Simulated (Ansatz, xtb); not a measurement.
# Two isomers of C5H12OS

Structure I: `CS[C@H](C)CCO`, a singlet. Structure II: `CC(C)(CO)CS`, a singlet. Both are isolated molecules in the gas phase, relaxed with B3LYP/def2-SVP; the shapes shown needn't be the lowest conformers.

I (Å):

```json
{"atom": "C", "x (Å)": "0.8754", "y (Å)": "-1.1153", "z (Å)": "1.9320"}
{"atom": "C", "x (Å)": "0.7045", "y (Å)": "0.8001", "z (Å)": "-0.2140"}
{"atom": "C", "x (Å)": "2.0792", "y (Å)": "0.4928", "z (Å)": "-0.8110"}
{"atom": "C", "x (Å)": "0.7445", "y (Å)": "1.9794", "z (Å)": "0.7698"}
{"atom": "C", "x (Å)": "-0.5990", "y (Å)": "2.4366", "z (Å)": "1.3496"}
{"atom": "O", "x (Å)": "-1.1436", "y (Å)": "1.5651", "z (Å)": "2.3138"}
{"atom": "S", "x (Å)": "-0.1120", "y (Å)": "-0.7350", "z (Å)": "0.4445"}
{"atom": "H", "x (Å)": "0.7202", "y (Å)": "-0.3537", "z (Å)": "2.7090"}
{"atom": "H", "x (Å)": "0.5066", "y (Å)": "-2.0835", "z (Å)": "2.3000"}
{"atom": "H", "x (Å)": "1.9449", "y (Å)": "-1.2175", "z (Å)": "1.6975"}
{"atom": "H", "x (Å)": "0.0137", "y (Å)": "1.0596", "z (Å)": "-1.0358"}
{"atom": "H", "x (Å)": "2.4866", "y (Å)": "1.3842", "z (Å)": "-1.3173"}
{"atom": "H", "x (Å)": "2.0199", "y (Å)": "-0.3255", "z (Å)": "-1.5437"}
{"atom": "H", "x (Å)": "2.8018", "y (Å)": "0.2022", "z (Å)": "-0.0314"}
{"atom": "H", "x (Å)": "1.4341", "y (Å)": "1.7545", "z (Å)": "1.6023"}
{"atom": "H", "x (Å)": "1.1922", "y (Å)": "2.8339", "z (Å)": "0.2291"}
{"atom": "H", "x (Å)": "-0.4522", "y (Å)": "3.4064", "z (Å)": "1.8530"}
{"atom": "H", "x (Å)": "-1.3113", "y (Å)": "2.6210", "z (Å)": "0.5161"}
{"atom": "H", "x (Å)": "-1.3100", "y (Å)": "0.7204", "z (Å)": "1.8604"}
```

II (Å):

```xyz
19

C     0.9380   -1.7938    0.0230
C    -0.1373   -1.1347    0.9091
C     0.1506   -1.4354    2.3878
C    -1.5148   -1.7267    0.5062
C    -0.0645    0.3856    0.6246
O    -2.5698   -1.4480    1.3907
S    -1.3249    1.4923    1.3980
H     0.7277   -1.6416   -1.0490
H     1.9379   -1.3789    0.2297
H     0.9829   -2.8793    0.2058
H     0.1905   -2.5230    2.5600
H     1.1176   -1.0081    2.7019
H    -0.6429   -1.0391    3.0370
H    -1.7467   -1.4004   -0.5312
H    -1.4215   -2.8255    0.4731
H    -2.6574   -0.4813    1.4404
H     0.9316    0.7748    0.8865
H    -0.2046    0.5680   -0.4530
H    -0.9374    1.3332    2.6845
```

Quicker runs give these differences E(II) − E(I): GFN2-xTB −4.4 kcal/mol; HF/STO-3G +2.7 kcal/mol (at GFN2-xTB geometries); r2SCAN-D4/def2-SVP −3.0 kcal/mol (at GFN2-xTB geometries).

Problem. Estimate which is lower in electronic energy at CCSD(T)/def2-SVP + ΔMP2/def2-TZVPP, and by roughly how much.

Solution. The CCSD(T)/def2-SVP + ΔMP2/def2-TZVPP calculation puts structure II lower, by 3.3 kcal/mol.

How the difference moves with the method:

```json
{"level": "GFN2-xTB", "geometry": "GFN2-xTB", "E(II) − E(I) (kcal/mol)": "−4.4", "departure from the last row (kcal/mol)": "−1.1", "job, with rough time for the two": "optimisation, 0.18 s"}
{"level": "HF/STO-3G", "geometry": "GFN2-xTB", "E(II) − E(I) (kcal/mol)": "+2.7", "departure from the last row (kcal/mol)": "+6.0", "job, with rough time for the two": "single point, 0.52 s"}
{"level": "r2SCAN-D4/def2-SVP", "geometry": "GFN2-xTB", "E(II) − E(I) (kcal/mol)": "−3.0", "departure from the last row (kcal/mol)": "+0.3", "job, with rough time for the two": "single point, 5.3 s"}
{"level": "B3LYP/def2-SVP", "geometry": "B3LYP/def2-SVP", "E(II) − E(I) (kcal/mol)": "−1.1", "departure from the last row (kcal/mol)": "+2.2", "job, with rough time for the two": "optimisation, 53 s"}
{"level": "HF/def2-SVP", "geometry": "B3LYP/def2-SVP", "E(II) − E(I) (kcal/mol)": "−2.6", "departure from the last row (kcal/mol)": "+0.6", "job, with rough time for the two": "part of the CCSD(T) run"}
{"level": "MP2/def2-SVP", "geometry": "B3LYP/def2-SVP", "E(II) − E(I) (kcal/mol)": "−5.1", "departure from the last row (kcal/mol)": "−1.8", "job, with rough time for the two": "part of the CCSD(T) run"}
{"level": "CCSD(T)/def2-SVP", "geometry": "B3LYP/def2-SVP", "E(II) − E(I) (kcal/mol)": "−5.0", "departure from the last row (kcal/mol)": "−1.8", "job, with rough time for the two": "single point"}
{"level": "CCSD(T)/def2-SVP + ΔMP2/def2-TZVPP", "geometry": "B3LYP/def2-SVP", "E(II) − E(I) (kcal/mol)": "−3.3", "departure from the last row (kcal/mol)": "", "job, with rough time for the two": "single point, 2.4 min"}
```

As drawn, II has 1 C–C, 1 S–H in place of 1 C–S, 1 C–H.

HF/STO-3G puts the two in the other order. The largest departure from CCSD(T)/def2-SVP + ΔMP2/def2-TZVPP is that of HF/STO-3G, 6.0 kcal/mol. The last row adds to CCSD(T) the change of the MP2 difference between the two basis sets, here +1.8 kcal/mol.

With thermal terms from frequencies at re-optimised GFN2-xTB minima (ideal gas, soft modes damped towards free rotors, one conformer each, 298.15 K, 1 atm): the zero-point term adds −1.2 kcal/mol; ΔH is −4.5 and ΔG −3.9 kcal/mol.

The correlated steps freeze 11 core orbitals. Mirror images aren't counted in ΔG. Codes used: Ansatz 0.2.0, xtb 6.7.1; the last row on 4 threads of Arm Neoverse V1 on a shared host.
